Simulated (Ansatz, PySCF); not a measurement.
Pulling on the Ga1–H2 bond in FGaH2 (SMILES [F][GaH2]) (multiplicity 1 held, fragments rigid). Energies count from the point at 1.556 Å.
Geometry at that point (charge 0, multiplicity 1):
```xyz
4

Ga    -0.15315    -0.29827     0.09911
H      0.62377    -1.05783     1.21321
H     -1.47627    -0.60251    -0.66152
F      0.62223     1.21187    -0.40268
```

Restricted levels (R-, RO-) in cc, def2 and unpolarised 6-31G sets keep to the state of the molecule at rest. Unrestricted levels (U-) break spin symmetry where that is lower. Levels need not reach the same state.

Frozen-core correlation. Filled d and f shells under p-block atoms count as core. Rows in 3-21G, LANL2DZ carry no dispersion term and start afresh at each structure; the Pople sets are all-electron and without relativity. LANL2DZ brings its own core potentials from Na on.

Programs: Ansatz (an electronic-structure program) with Gaussian orbitals; PySCF for 3-21G rows, LANL2DZ rows. Values without a source in brackets are computed.

Question: One of these levels gives 168.44 kcal/mol for the energy at R = 4.980 Å. Which?
A. R-HF/3-21G
B. U-B3LYP/cc-pVTZ
C. U-HF/LANL2DZ
D. R-SCS-MP2/cc-pVTZ

Answer: A, R-HF/3-21G. The others give 62.76 (U-HF/LANL2DZ), 81.39 (U-B3LYP/cc-pVTZ), 105.73 (R-SCS-MP2/cc-pVTZ)

Doubts at one or more of the structures used: a restricted determinant that unrestricted orbitals would lower (R-HF/3-21G, R-SCS-MP2/cc-pVTZ); a spin-contaminated determinant (U-HF/LANL2DZ, U-B3LYP/cc-pVTZ).
